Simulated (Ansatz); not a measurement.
Stepwise reaction of `N[SiH2][SiH2]N` with hydrogen chloride, as a gas-phase model of exchange steps in deposition or etching. ΔE in kJ/mol.

Gas-phase electronic energies from Ansatz, PBE0-D4/def2-TZVP geometries. CCSD(T)/CBS is the MP2 limit (def2-TZVPP, def2-QZVPP) plus CCSD(T) − MP2 in def2-TZVPP, frozen cores. This one scheme is used for every species. Functionals use def2-TZVPP. B3LYP here is the variant with VWN-RPA as its local correlation; programs differ in this. Each species was taken in one conformer, which may not be the lowest.

| step | reaction | PBE-D4 | B3LYP-D4 | ωB97M-V | CCSD(T)/CBS |
| --- | --- | --- | --- | --- | --- |
| 1 | `N[SiH2][SiH2]N` + HCl → `N[SiH2][SiH](N)Cl` + H₂ | -100.2 | -100.1 | -100.0 | -99.1 |
| 2 | `N[SiH2][SiH](N)Cl` + HCl → `N[Si@@H](Cl)[Si@@H](N)Cl` + H₂ | -101.9 | -101.1 | -101.0 | -100.0 |
| 4 | `N[SiH](Cl)[Si](N)(Cl)Cl` + HCl → `N[Si](Cl)(Cl)[Si](N)(Cl)Cl` + H₂ | -78.1 | -77.6 | -77.8 | -76.7 |

(1) Give the row of step 3, `N[Si@@H](Cl)[Si@@H](N)Cl` + HCl → `N[SiH](Cl)[Si](N)(Cl)Cl` + H₂. (Best estimate.)

(2) By hand: ΔE of the 4 steps together at CCSD(T)/CBS.

Results:

(1) Ansatz gave: 
```tsv
step	reaction	PBE-D4	B3LYP-D4	ωB97M-V	CCSD(T)/CBS
3	`N[Si@@H](Cl)[Si@@H](N)Cl` + HCl → `N[SiH](Cl)[Si](N)(Cl)Cl` + H₂	-84.1	-83.9	-84.2	-82.6
```

(2) (-99.1) + (-100.0) + (-82.6) + (-76.7) = -358.4 kJ/mol, or -89.6 kJ/mol a step.

In ΔE step 2 is the lowest and step 4 the highest. All are downhill at CCSD(T)/CBS. PBE-D4 differs from CCSD(T)/CBS by -1.9 to -1.1 kJ/mol a step. Isolated molecules leave out the surface, adducts and barriers. Largest T1 diagnostic: 0.011.
